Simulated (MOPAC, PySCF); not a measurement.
CH₄BN, SMILES `CB=N`, neutral singlet in the gas phase. 

Cartesian coordinates (Å):
```xyz
7

C     -0.9852     0.0320    -0.1919
B      0.5480    -0.0183    -0.2050
N      1.7848    -0.0593    -0.2150
H     -1.4087    -0.9576    -0.3760
H     -1.3588     0.7085    -0.9635
H     -1.3548     0.3836     0.7737
H      2.7746    -0.0890    -0.2263
```
Charge 0, multiplicity 1.

All levels are single points at this geometry (PBE0-D3(BJ)/def2-TZVP); Pople sets use spherical d functions. Orbital energies aren't observables, and empty levels follow the basis.

```
level                            HOMO (eV)  LUMO (eV)  gap (eV)  dipole (D)  vertical IE, Delta-SCF (eV)
-------------------------------  ---------  ---------  --------  ----------  ---------------------------
PBE-D3(BJ)/def2-TZVP in PySCF        -6.67       0.07      6.74        0.75                        10.57
ωB97X-D3(BJ)/def2-TZVP in PySCF     -10.54       2.40     12.94        0.93                        10.64
B3LYP/3-21G in PySCF                 -7.38       2.23      9.61        0.25                            –
B3LYP/6-311+G** in PySCF             -7.79      -0.26      7.54        0.89                            –
B3LYP/6-31G* in PySCF                -7.30       1.98      9.29        0.55                        10.33
BP86/6-31G* in PySCF                 -6.30       1.08      7.38        0.49                            –
PBE/6-31G* in PySCF                  -6.20       1.16      7.36        0.48                        10.33
SVWN5/6-31G* in PySCF                -6.33       1.00      7.33        0.49                        10.60
HF/3-21G in PySCF                   -10.93       6.35     17.28        0.61                            –
HF/STO-3G in PySCF                   -9.13      10.96     20.09        0.18                            –
AM1 in MOPAC                        -10.79       2.19     12.98        0.69                            –
PM6 in MOPAC                        -10.80       1.75     12.54        0.36                            –
PM7 in MOPAC                        -11.22       0.66     11.88        1.16                            –
```
